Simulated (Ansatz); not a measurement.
Isolated molecules relaxed with PBE0-D4/def2-TZVP in Ansatz; ΔE leaves out vibrations. CCSD(T)/CBS is the MP2 limit (def2-TZVPP, def2-QZVPP) plus CCSD(T) − MP2 in def2-TZVPP, frozen cores. This one scheme is used for every species. DFT in def2-TZVPP. B3LYP here is the variant with VWN-RPA as its local correlation; programs differ in this. def2 core potentials past Kr. For Sn outer-core shells are correlated without core-valence functions, which leaves a few kJ/mol of doubt a bond. One conformer a species, not always the lowest.

Reaction (ligand exchange at the Si–O bond): `[OH][Al]([O][SiH3])[O][SiH3]` + `[OH][Sn][F]` → `[F][Sn][O][SiH3]` + `[OH][Al]([OH])[O][SiH3]`

`[OH][Al]([O][SiH3])[O][SiH3]`:

Z-matrix (Å, degrees):
```
Si
O 1 1.623
H 1 1.487 2 110.4
H 1 1.487 2 109.7 3 -119.9
H 1 1.487 2 110.2 3 120.3
Al 2 1.669 1 168.1 3 -53.7
O 6 1.684 2 118.6 1 0.3
O 6 1.675 2 120.3 1 -179.7
H 7 0.956 6 122.4 2 179.9
Si 8 1.625 6 161.4 2 -0.1
H 10 1.487 8 109.7 6 -121.6
H 10 1.488 8 110.9 6 -1.4
H 10 1.487 8 109.7 6 118.8
```

`[OH][Sn][F]`:

```xyz
4

O     0.649    0.289    0.624
Sn   -0.735   -0.747   -0.320
F    -0.899    0.554   -1.742
H     0.985   -0.095    1.438
```

`[F][Sn][O][SiH3]`:

Cartesian coordinates in Å:
```
F 0.427 -1.334 2.215
Sn -1.164 -0.216 2.185
O -0.888 0.448 0.360
Si 0.165 0.302 -0.889
H 1.527 0.757 -0.498
H 0.248 -1.107 -1.359
H -0.315 1.150 -2.013
```

`[OH][Al]([OH])[O][SiH3]`:

Z-matrix (Å, degrees):
```
Si
O 1 1.624
H 1 1.487 2 110.4
H 1 1.487 2 109.5 3 -119.6
H 1 1.487 2 110.7 3 120.6
Al 2 1.675 1 162.6 3 -69.6
O 6 1.688 2 121.6 1 179.7
O 6 1.685 2 118.9 1 -0.3
H 7 0.955 6 123.0 2 0.0
H 8 0.956 6 122.0 2 -179.9
```

**Question.** Is it downhill or uphill in electronic energy at CCSD(T)/CBS, and by how much? (Best estimate.)

**Answer.** Ansatz gave: Downhill: ΔE = -4.6 kJ/mol.

**Question.** What do these levels give: PBE-D4, PBE0-D4, B3LYP-D4, ωB97M-V, PBE, PBE0, HF/def2-TZVPP, MP2/def2-TZVPP, CCSD/def2-TZVPP, HF/def2-QZVPP, HF/CBS(def2), MP2/CBS(def2)? (Estimate.)

**Answer.** Computed: PBE-D4 -4.0, PBE0-D4 -3.7, B3LYP-D4 -4.2, ωB97M-V -5.1, PBE -3.0, PBE0 -3.1, HF/def2-TZVPP -2.5, MP2/def2-TZVPP -6.7, CCSD/def2-TZVPP -4.8, HF/def2-QZVPP -1.4, HF/CBS(def2) -1.2, MP2/CBS(def2) -6.2 kJ/mol.

Largest T1 diagnostic among the species: 0.018.
